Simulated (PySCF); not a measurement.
PySCF input for hydrogen sulfide (H₂S), SMILES S, B3LYP/pcSseg-2. Geometry optimised at B3LYP-D3(BJ)/def2-TZVP.

```python
import numpy as np
from pyscf import gto, scf, dft
from pyscf.prop.nmr import rks as nmr

mol = gto.M(
    atom='''
    S     0.00000000    0.00000000    0.10311402
    H     0.00000000   -0.97019982   -0.82491219
    H     0.00000000    0.97019981   -0.82491219
    ''',
    basis='pcSseg-2',
    charge=0,
    spin=0,
    max_memory=2000,
    verbose=3,
)
mf = dft.RKS(mol, xc='b3lyp')
mf.grids.level = 3
mf.conv_tol = 1e-10
mf.max_cycle = 100
mf.kernel()
n = nmr.NMR(mf)
n.verbose = 2
n.max_cycle_cphf = 60
sigma = n.kernel()
print('atom   isotropic/ppm   span/ppm')
for i, s in enumerate(sigma):
    w = np.linalg.eigvalsh((s + s.T) / 2)
    print(f'{mol.atom_symbol(i):2s}{i + 1:3d} {w.mean():14.3f} {w[2] - w[0]:11.3f}')
```

Output:

```
converged SCF energy = -399.43596535653
atom   isotropic/ppm   span/ppm
S   1        688.939     342.330
H   2         30.691      16.514
H   3         30.691      16.514
```

The run converged.

Cost: about 5 core-seconds (a rough figure).
